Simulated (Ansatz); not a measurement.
Reaction (atomization): `CN[SiH2]NC` → 2 C• + 10 H• + 2 N• + Si•

Gas-phase electronic energies from Ansatz, PBE0-D4/def2-TZVP geometries. CBS: MP2 limit from def2 TZ/QZ plus the TZ coupled-cluster correction, frozen cores. This one scheme is used for every species, atoms too. DFT in def2-TZVPP. B3LYP here is the variant with VWN-RPA as its local correlation; programs differ in this. No spin–orbit coupling; open shells (•) take unrestricted orbitals. Spin–orbit coupling would lower the free atoms: a little for C, Si. Each species was taken in one conformer, which may not be the lowest.

```json
{"level": "PBE-D4", "ΔE (kJ/mol)": "5457.7", "difference from CCSD(T)/CBS": "70.3"}
{"level": "r2SCAN-D4", "ΔE (kJ/mol)": "5365.2", "difference from CCSD(T)/CBS": "-22.2"}
{"level": "PBE0-D4", "ΔE (kJ/mol)": "5382.0", "difference from CCSD(T)/CBS": "-5.4"}
{"level": "B3LYP-D4", "ΔE (kJ/mol)": "5410.7", "difference from CCSD(T)/CBS": "23.3"}
{"level": "ωB97X-V", "ΔE (kJ/mol)": "5413.0", "difference from CCSD(T)/CBS": "25.6"}
{"level": "ωB97M-V", "ΔE (kJ/mol)": "5408.6", "difference from CCSD(T)/CBS": "21.2"}
{"level": "B2PLYP", "ΔE (kJ/mol)": "5335.3", "difference from CCSD(T)/CBS": "-52.1"}
{"level": "PBE", "ΔE (kJ/mol)": "5429.3", "difference from CCSD(T)/CBS": "41.9"}
{"level": "r2SCAN", "ΔE (kJ/mol)": "5357.8", "difference from CCSD(T)/CBS": "-29.6"}
{"level": "PBE0", "ΔE (kJ/mol)": "5358.0", "difference from CCSD(T)/CBS": "-29.4"}
{"level": "B3LYP", "ΔE (kJ/mol)": "5365.5", "difference from CCSD(T)/CBS": "-21.9"}
{"level": "HF/def2-TZVPP", "ΔE (kJ/mol)": "3885.9", "difference from CCSD(T)/CBS": "-1501.5"}
{"level": "MP2/def2-TZVPP", "ΔE (kJ/mol)": "5270.9", "difference from CCSD(T)/CBS": "-116.5"}
{"level": "SCS-MP2/def2-TZVPP", "ΔE (kJ/mol)": "5302.6", "difference from CCSD(T)/CBS": "-84.8"}
{"level": "CCSD/def2-TZVPP", "ΔE (kJ/mol)": "5174.0", "difference from CCSD(T)/CBS": "-213.4"}
{"level": "CCSD(T)/def2-TZVPP", "ΔE (kJ/mol)": "5239.1", "difference from CCSD(T)/CBS": "-148.3"}
{"level": "HF/def2-QZVPP", "ΔE (kJ/mol)": "3896.2", "difference from CCSD(T)/CBS": "-1491.2"}
{"level": "MP2/def2-QZVPP", "ΔE (kJ/mol)": "5359.6", "difference from CCSD(T)/CBS": "-27.8"}
{"level": "SCS-MP2/def2-QZVPP", "ΔE (kJ/mol)": "5404.2", "difference from CCSD(T)/CBS": "16.8"}
{"level": "HF/CBS(def2)", "ΔE (kJ/mol)": "3897.8", "difference from CCSD(T)/CBS": "-1489.6"}
{"level": "MP2/CBS(def2)", "ΔE (kJ/mol)": "5419.2", "difference from CCSD(T)/CBS": "31.8"}
{"level": "CCSD/CBS(def2)", "ΔE (kJ/mol)": "5322.3", "difference from CCSD(T)/CBS": "-65.1"}
{"level": "CCSD(T)/CBS", "ΔE (kJ/mol)": "5387.4", "difference from CCSD(T)/CBS": "0"}
```

Largest T1 diagnostic among the species: 0.012.

In def2-TZVPP, CCSD(T) changes the Hartree–Fock value by +1353.2 kJ/mol (the triples alone add +65.1 kJ/mol) and MP2 by +1385.0 kJ/mol; breaking electron pairs costs correlation energy, which Hartree–Fock lacks. The D4 term adds +45.2 kJ/mol with B3LYP and +24.0 kJ/mol with PBE0; it sums over pairs of atoms, weighted by their polarisabilities, and B3LYP, whose exchange is more repulsive, gets the larger term.

For atomizations the MP2-based limit and the directly extrapolated one differ by several kJ/mol either way, and by 10 to 25 for some Ge, Se and Sn compounds, so smaller differences from it don't rank the levels.
